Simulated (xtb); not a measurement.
C$_{2}$H$_{6}$AlF (SMILES [CH3][Al]([CH3])[F]), singlet, from a rough starting geometry (GFN-xTB shapes and energies of metal compounds can be far from the true ones); GFN2-xTB in xtb.

The xtb input:
```
$ xtb mol.xyz --gfn 2 --opt vtight --json

# file mol.xyz
10

Al    -0.37774097     0.28928437    -0.38813428
C      1.45562554     0.04508969    -1.14098918
H      1.81626482    -0.92618614    -0.90093208
H      2.13673325     0.78830429    -0.65488318
H      1.46827915     0.21462334    -2.17860994
C     -1.08996198    -0.30380321     1.36888905
H     -1.63815865    -1.24946506     1.28874690
H     -1.80519361     0.48309408     1.77440224
H     -0.32659695    -0.49806916     2.14714920
F     -1.45449584     1.12439671    -1.32696257
```

Question: Write the output that xtb gives for this input, abridged.

Answer: 
```
   ID    Z sym.   atoms
    1   13 Al     1
    2    6 C      2, 6
    3    1 H      3-5, 7-9
    4    9 F      10

           -------------------------------------------------
          |                Calculation Setup                |
           -------------------------------------------------

           -------------------------------------------------
          |                 G F N 2 - x T B                 |
           -------------------------------------------------

          ...................................................
          :                      SETUP                      :
          :.................................................:
          :  # basis functions                  28          :
          :  # atomic orbitals                  27          :
          :  # shells                           15          :
          :  # electrons                        24          :
          :  max. iterations                   250          :
          :  Hamiltonian                  GFN2-xTB          :
          :  restarted?                      false          :
          :  GBSA solvation                  false          :
          :  PC potential                    false          :
          :  electronic temp.          300.0000000     K    :
          :  accuracy                    1.0000000          :
          :  -> integral cutoff          0.2500000E+02      :
          :  -> integral neglect         0.1000000E-07      :
          :  -> SCF convergence          0.1000000E-05 Eh   :
          :  -> wf. convergence          0.1000000E-03 e    :
          :  Broyden damping             0.4000000          :
          :  net charge                          0          :
          :  unpaired electrons                  0          :
          ...................................................

 iter      E             dE          RMSdq      gap      omega  full diag
   1    -13.3018964 -0.133019E+02  0.140E+01    4.63       0.0  T
   2    -13.3248399 -0.229435E-01  0.851E+00    4.31       1.0  T
   3    -13.3274674 -0.262745E-02  0.174E+00    4.05       1.0  T
   4    -13.3303609 -0.289357E-02  0.690E-01    4.28       1.0  T
   5    -13.3311182 -0.757220E-03  0.629E-01    4.25       1.0  T
   6    -13.3311672 -0.490332E-04  0.262E-01    4.24       1.0  T
   7    -13.3311655  0.171076E-05  0.920E-02    4.27       1.0  T
   8    -13.3311796 -0.141345E-04  0.597E-02    4.24       1.0  T
   9    -13.3311800 -0.348647E-06  0.248E-02    4.26       1.3  T
  10    -13.3311843 -0.429500E-05  0.731E-03    4.25       4.3  T
  11    -13.3311846 -0.296508E-06  0.107E-03    4.25      29.5  T
  12    -13.3311846 -0.445750E-08  0.148E-04    4.25     213.1  T
  13    -13.3311846 -0.444427E-10  0.688E-05    4.25     459.4  T

   *** convergence criteria satisfied after 13 iterations ***

         :::::::::::::::::::::::::::::::::::::::::::::::::::::
         ::                     SUMMARY                     ::
         :::::::::::::::::::::::::::::::::::::::::::::::::::::
         :: total energy             -13.199500563552 Eh    ::
         :: gradient norm              0.060612776694 Eh/a0 ::
         :: HOMO-LUMO gap              4.251759002619 eV    ::
         ::.................................................::
         :: SCC energy               -13.331179108477 Eh    ::
         :: -> isotropic ES            0.042709729910 Eh    ::
         :: -> anisotropic ES          0.002596526638 Eh    ::
         :: -> anisotropic XC         -0.000226437879 Eh    ::
         :: -> dispersion             -0.003529180540 Eh    ::
         :: repulsion energy           0.131678544925 Eh    ::
         :: add. restraining           0.000000000000 Eh    ::
         :: total charge               0.000000000000 e     ::
         :::::::::::::::::::::::::::::::::::::::::::::::::::::

      -----------------------------------------------------------
     |                   =====================                   |
     |                        A N C O P T                        |
     |                   =====================                   |
     |               Approximate Normal Coordinate               |
     |                Rational Function Optimizer                |
      -----------------------------------------------------------
      -----------------------------------------------------------
     |                   =====================                   |
     |                        A N C O P T                        |
     |                   =====================                   |
     |               Approximate Normal Coordinate               |
     |                Rational Function Optimizer                |
      -----------------------------------------------------------

          ...................................................
          :                      SETUP                      :
          :.................................................:
          :   optimization level         verytight          :
          :   max. optcycles                   200          :
          :   ANC micro-cycles                  20          :
          :   degrees of freedom                24          :
          :.................................................:
          :   RF solver                   davidson          :
          :   write xtbopt.log                true          :
          :   linear?                        false          :
          :   energy convergence         0.1000000E-06 Eh   :
          :   grad. convergence          0.2000000E-03 Eh/α :
          :   maxmium RF displ.          1.0000000          :
          :   Hlow (freq-cutoff)         0.1000000E-01      :
          :   Hmax (freq-cutoff)         5.0000000          :
          :   S6 in model hess.         20.0000000          :
          ...................................................

generating ANC from exact Hessian ...
Using Lindh-Hessian (1995)
[...]
 * total energy  :   -13.2031733 Eh     change        0.1534093E-06 Eh
 * total energy  :   -13.2031735 Eh     change       -0.1384725E-06 Eh
 * total energy  :   -13.2031742 Eh     change       -0.6866597E-06 Eh
 * total energy  :   -13.2031744 Eh     change       -0.2099073E-06 Eh
 * total energy  :   -13.2031738 Eh     change        0.5887330E-06 Eh
 * total energy  :   -13.2031747 Eh     change       -0.9345843E-06 Eh
 * total energy  :   -13.2031749 Eh     change       -0.1811099E-06 Eh
 * total energy  :   -13.2031745 Eh     change        0.3567646E-06 Eh
 * total energy  :   -13.2031753 Eh     change       -0.7578931E-06 Eh
 * total energy  :   -13.2031755 Eh     change       -0.1645796E-06 Eh
 * total energy  :   -13.2031754 Eh     change        0.1386249E-07 Eh
 * total energy  :   -13.2031759 Eh     change       -0.4640388E-06 Eh
 * total energy  :   -13.2031760 Eh     change       -0.5126922E-07 Eh
   *** GEOMETRY OPTIMIZATION CONVERGED AFTER 45 ITERATIONS ***
[...]

         :::::::::::::::::::::::::::::::::::::::::::::::::::::
         ::                     SUMMARY                     ::
         :::::::::::::::::::::::::::::::::::::::::::::::::::::
         :: total energy             -13.203175959461 Eh    ::
         :: gradient norm              0.000034366430 Eh/a0 ::
         :: HOMO-LUMO gap              4.303177392567 eV    ::
         ::.................................................::
         :: SCC energy               -13.334190963369 Eh    ::
         :: -> isotropic ES            0.043164010720 Eh    ::
         :: -> anisotropic ES          0.002548466138 Eh    ::
         :: -> anisotropic XC         -0.000576580138 Eh    ::
         :: -> dispersion             -0.003513171006 Eh    ::
         :: repulsion energy           0.131015003908 Eh    ::
         :: add. restraining           0.000000000000 Eh    ::
         :: total charge              -0.000000000000 e     ::
         :::::::::::::::::::::::::::::::::::::::::::::::::::::

           -------------------------------------------------
          |                Property Printout                |
           -------------------------------------------------

    * Orbital Energies and Occupations

         #    Occupation            Energy/Eh            Energy/eV
      -------------------------------------------------------------
         1        2.0000           -0.7775488             -21.1582
         2        2.0000           -0.5778721             -15.7247
         3        2.0000           -0.5695823             -15.4991
         4        2.0000           -0.4952251             -13.4758
         5        2.0000           -0.4822674             -13.1232
         6        2.0000           -0.4805768             -13.0772
         7        2.0000           -0.4649207             -12.6511
         8        2.0000           -0.4641668             -12.6306
         9        2.0000           -0.4603309             -12.5262
        10        2.0000           -0.4586899             -12.4816
        11        2.0000           -0.4307743             -11.7220
        12        2.0000           -0.3777401             -10.2788 (HOMO)
        13                         -0.2196012              -5.9757 (LUMO)
        14                         -0.1529685              -4.1625
        15                         -0.0727331              -1.9792
        16                         -0.0286809              -0.7804
        17                         -0.0236510              -0.6436
        18                         -0.0035840              -0.0975
        19                          0.1732830               4.7153
        20                          0.1972986               5.3688
        21                          0.2146599               5.8412
        22                          0.2184660               5.9448
        23                          0.2198587               5.9827
       ...                                ...                  ...
        27                          1.0165185              27.6609
      -------------------------------------------------------------
                  HL-Gap            0.1581389 Eh            4.3032 eV
             Fermi-level           -0.2986706 Eh           -8.1272 eV

     #   Z          covCN         q      C6AA      α(0)
     1  13 Al       2.346     0.352   104.551    21.638
     2   6 C        3.609    -0.214    25.365     7.274
     3   1 H        0.924     0.052     2.291     2.367
     4   1 H        0.924     0.054     2.276     2.359
     5   1 H        0.924     0.072     2.068     2.249
     6   6 C        3.609    -0.214    25.362     7.274
     7   1 H        0.924     0.063     2.163     2.300
     8   1 H        0.924     0.063     2.166     2.302
     9   1 H        0.924     0.052     2.298     2.371
    10   9 F        0.672    -0.280    12.111     4.108

 Mol. C6AA /au·bohr⁶  :       1028.921474
 Mol. C8AA /au·bohr⁸  :      38223.323552
 Mol. α(0) /au        :         54.241812

Wiberg/Mayer (AO) data.
largest (>0.10) Wiberg bond orders for each atom

 ---------------------------------------------------------------------------
     #   Z sym  total        # sym  WBO       # sym  WBO       # sym  WBO
 ---------------------------------------------------------------------------
     1  13 Al   3.662 --    10 F    1.207     6 C    1.035     2 C    1.033
     2   6 C    3.938 --     1 Al   1.033     3 H    0.933     4 H    0.931
                             5 H    0.920
     3   1 H    0.997 --     2 C    0.933
     4   1 H    0.997 --     2 C    0.931
     5   1 H    0.995 --     2 C    0.920
     6   6 C    3.938 --     1 Al   1.035     9 H    0.939     8 H    0.922
                             7 H    0.922
     7   1 H    0.996 --     6 C    0.922
     8   1 H    0.996 --     6 C    0.922
     9   1 H    0.997 --     6 C    0.939
    10   9 F    1.274 --     1 Al   1.207
 ---------------------------------------------------------------------------

Topologies differ in total number of bonds
Writing topology from bond orders to xtbtopo.mol

molecular dipole:
                 x           y           z       tot (Debye)
 q only:        0.548      -0.336       0.505
   full:        0.661      -0.406       0.618       2.521
molecular quadrupole (traceless):
                xx          xy          yy          xz          yz          zz
 q only:       -0.649       1.990       0.808      -3.427       1.691      -0.159
  q+dip:        0.205       2.254      -0.617      -5.449       1.334       0.412
   full:       -1.604       3.108       2.502      -4.109       3.154      -0.898

optimized geometry written to: xtbopt.xyz

           -------------------------------------------------
          | TOTAL ENERGY              -13.203175959461 Eh   |
          | GRADIENT NORM               0.000034366430 Eh/α |
          | HOMO-LUMO GAP               4.303177392567 eV   |
           -------------------------------------------------
```
